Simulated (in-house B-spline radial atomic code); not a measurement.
Orbital energies and mean radii along the 16-electron series, configuration [Ne] 3s2 3p4. The effective charge is n√(-2ε), a non-relativistic measure. Computed with an all-electron radial atomic-structure program (B-spline basis): Dirac-Hartree-Fock, average of the configuration, finite nuclei.

```tsv
ion	Z	energy of 2p3/2 (Eh)	mean radius of 2p3/2 (bohr)	energy of 3p3/2 (Eh)	mean radius of 3p3/2 (bohr)	energy of 3s1/2 (Eh)	mean radius of 3s1/2 (bohr)	effective charge of 2p3/2
Sc5+	21	-18.603	0.30659	-4.1396	1.0608	-5.0957	1.0118	12.199
Ti6+	22	-21.768	0.2889	-5.2362	0.9725	-6.2956	0.93709	13.196
V7+	23	?	?	?	?	?	?	?
Cr8+	24	-28.861	0.25897	-7.7721	0.83528	-9.0441	0.81725	15.195
Mn9+	25	-32.787	0.2462	-9.2105	0.7807	-10.592	0.76833	16.196
Fe10+	26	?	?	?	?	?	?	?
Co11+	27	-41.397	0.22407	-12.427	0.69097	-14.036	0.68635	18.198
Ni12+	28	-46.08	0.21443	-14.204	0.65358	-15.932	0.65163	19.2
Cu13+	29	?	?	?	?	?	?	?
Zn14+	30	-56.203	0.1974	-18.098	0.58994	-20.073	0.59174	21.204
```

(1) Fill in the row of V7+.

(2) Fill in the row of Fe10+.

(3) Fill in the row of Cu13+.

(4) How does the screening of 2p3/2 change?

Answers

(1) energy of 2p3/2 (Eh): -25.187; mean radius of 2p3/2 (bohr): 0.27313; energy of 3p3/2 (Eh): -6.4472; mean radius of 3p3/2 (bohr): 0.89843; energy of 3s1/2 (Eh): -7.6119; mean radius of 3s1/2 (bohr): 0.87297; effective charge of 2p3/2: 14.195.

(2) energy of 2p3/2 (Eh): -36.966; mean radius of 2p3/2 (bohr): 0.23462; energy of 3p3/2 (Eh): -10.762; mean radius of 3p3/2 (bohr): 0.73302; energy of 3s1/2 (Eh): -12.256; mean radius of 3s1/2 (bohr): 0.72501; effective charge of 2p3/2: 17.197.

(3) energy of 2p3/2 (Eh): -51.015; mean radius of 2p3/2 (bohr): 0.20557; energy of 3p3/2 (Eh): -16.095; mean radius of 3p3/2 (bohr): 0.6201; energy of 3s1/2 (Eh): -17.944; mean radius of 3s1/2 (bohr): 0.62024; effective charge of 2p3/2: 20.202.

(4) Z less the effective charge goes from 8.80 at Z = 21 to 8.80 at Z = 30.
